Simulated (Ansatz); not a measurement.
Input file for Ansatz (an electronic-structure program): U-CCSD(T)/cc-pVTZ on SeH, 2S+1 = 2, a point of a bond scan (R = 1.475 Å). The run froze 14 orbitals, filled d shells among them.

Ansatz 0.2 input:
```yaml
crystal:
  periodic: [false, false, false]
  atoms:
    - {symbol: Se, position_ang: [-0.00000000, -0.00000000, -0.04214023]}
    - {symbol: H, position_ang: [0.00000000, 0.00000000, 1.43276767]}
basis:
  gaussian:
    orbitals: cc-pVTZ
magnetization: {spin_polarized: true, initial_magnetization: 1}
correlation: {method: ccsd_t, electrons: outside_noble_gas}
scf: {omitted_lower_state_checks: [cluster_reference]}
```

Give the final energy of this run.

-2400.6141 hartree (reference determinant -2400.4546, T1 diagnostic 0.010).
